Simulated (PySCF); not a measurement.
**`C[N@@H+]1[BH2-][NH2+][B@H-]1O`, CH10B2N2O**

Cartesian coordinates in Å; atom numbers follow the order of the lines, from 1:
```xyz
16

C    -1.824   -0.470    0.306
N    -0.610   -0.036   -0.372
B     0.615   -1.048   -0.453
N     1.560   -0.062    0.358
B     0.356    1.017    0.389
O     0.624    2.174   -0.359
H    -2.316   -1.268   -0.254
H    -1.562   -0.848    1.291
H    -2.518    0.364    0.427
H    -0.873    0.317   -1.286
H     0.401   -2.051    0.140
H     0.990   -1.195   -1.571
H     2.387    0.256   -0.133
H     1.847   -0.395    1.268
H    -0.011    1.269    1.484
H     0.928    1.985   -1.247
```

Computed, not measured: PySCF 2.14.0, TDA PBE0/aug-pcseg-1 circular dichroism and optical rotation, one conformer, gas phase. Geometry: GFN2-xTB.

The molecule is flexible and this is one conformer; a measurement averages over conformers. States above about 7.8 eV lie in this functional's continuum (it starts at minus the energy of the highest occupied orbital, well below the true ionisation energy for most functionals) and depend on the basis. Singlets 8 and 9 lie within 0.01 eV of each other, so their separate moments and overlaps can depend on how they mix.

Task: Draw the ECD and absorption spectra from the lowest 12 states, each a Gaussian of half-width 0.25 eV at 1/e height.

Result: 
| E (eV) | λ (nm) | Δε (L mol⁻¹ cm⁻¹) | ε (L mol⁻¹ cm⁻¹) |
| --- | --- | --- | --- |
| 5.97 | 208 | +0.17 | 7.56 |
| 6.12 | 203 | +1.27 | 62.4 |
| 6.27 | 198 | +4.68 | 283 |
| 6.42 | 193 | +7.70 | 798 |
| 6.57 | 189 | +2.90 | 1540 |
| 6.72 | 184 | -7.65 | 2080 |
| 6.87 | 180 | -11.07 | 2290 |
| 7.02 | 177 | -5.01 | 2650 |
| 7.17 | 173 | -0.94 | 2780 |
| 7.32 | 169 | -5.18 | 2330 |
| 7.47 | 166 | -11.13 | 2060 |
| 7.62 | 163 | -10.99 | 2250 |

Δε uses R in velocity form, ε uses f in length form. Only the states computed contribute, so the short-wavelength end is incomplete.
